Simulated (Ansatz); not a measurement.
Geometry optimisation, RKS BLYP/6-31G in Ansatz 0.2.0.

Input:

```yaml
crystal:
  periodic: [false, false, false]
  atoms:
    - { symbol: C, position_ang: [-0.1332, -2.0729, -0.8706] }
    - { symbol: O, position_ang: [-0.8247, -0.9164, -0.2732] }
    - { symbol: C, position_ang: [-1.39385, 0.00552, -1.19385] }
    - { symbol: S, position_ang: [-0.16501, 1.16364, -1.95415] }
    - { symbol: O, position_ang: [-2.17923, -0.6235, -2.27227] }
    - { symbol: C, position_ang: [-3.46807, -0.63588, -1.596] }
    - { symbol: Si, position_ang: [-2.97851, 0.87321, -0.64403] }
    - { symbol: H, position_ang: [-0.9036, -2.6013, -1.4068] }
    - { symbol: H, position_ang: [0.5573, -1.6697, -1.5746] }
    - { symbol: H, position_ang: [0.3039, -2.6594, -0.1096] }
    - { symbol: H, position_ang: [0.43749, 1.48942, -0.70288] }
    - { symbol: H, position_ang: [-3.59225, -1.55439, -1.05611] }
    - { symbol: H, position_ang: [-4.30681, -0.4991, -2.23987] }
    - { symbol: H, position_ang: [-3.34028, 2.19535, -1.24493] }
    - { symbol: H, position_ang: [-3.2586, 0.8054, 0.84408] }
basis:
  gaussian: { orbitals: "6-31G" }
hamiltonian:
  xc: blyp
relax:
  f_tol: 0.015
  max_steps: 40
```

Run as:

```bash
$ ansatz run input.yaml --threads 1 --pin off --max-ram 2048MiB --backend cpu --events-out ev --progress --plain --runs-dir out
```

Q: Where does it end, and by what steps?

A: The forces met the threshold. Limits of this set-up: no polarisation functions. After 13 steps the energy has fallen by 0.891 eV; H12 moved furthest, 0.90 Å.

```
step  energy less start (eV)  largest force component (eV/Å)  accepted
   0                  0.0000                           2.753       yes
   1                 -0.7365                           0.955       yes
   2                 -0.8346                           0.452       yes
   3                 -0.8539                           0.157       yes
   4                 -0.8503                           0.350        no
   5                 -0.8713                           0.058       yes
   6                 -0.8792                           0.117       yes
   7                 -0.8835                           0.173       yes
   8                 -0.8864                           0.119       yes
   9                 -0.8886                           0.052       yes
  10                 -0.8896                           0.052       yes
  11                 -0.8901                           0.045       yes
  12                 -0.8905                           0.028       yes
  13                 -0.8906                           0.013       yes
```

```xyz
15
Properties=species:S:1:pos:R:3
C 0.095 -2.012 -0.719
O -0.742 -0.887 -0.192
C -1.466 -0.141 -1.145
S -0.294 0.894 -2.369
O -2.297 -0.975 -2.065
C -3.710 -0.457 -1.791
Si -3.047 0.766 -0.406
H -0.546 -2.729 -1.252
H 0.871 -1.620 -1.392
H 0.538 -2.465 0.176
H 0.399 1.553 -1.351
H -4.347 -1.291 -1.464
H -4.118 -0.001 -2.705
H -3.184 2.249 -0.642
H -3.397 0.417 1.021
```

Run time: 83 s on 1 thread of Arm Neoverse V2, on a shared host, peak memory 0.16 GiB.
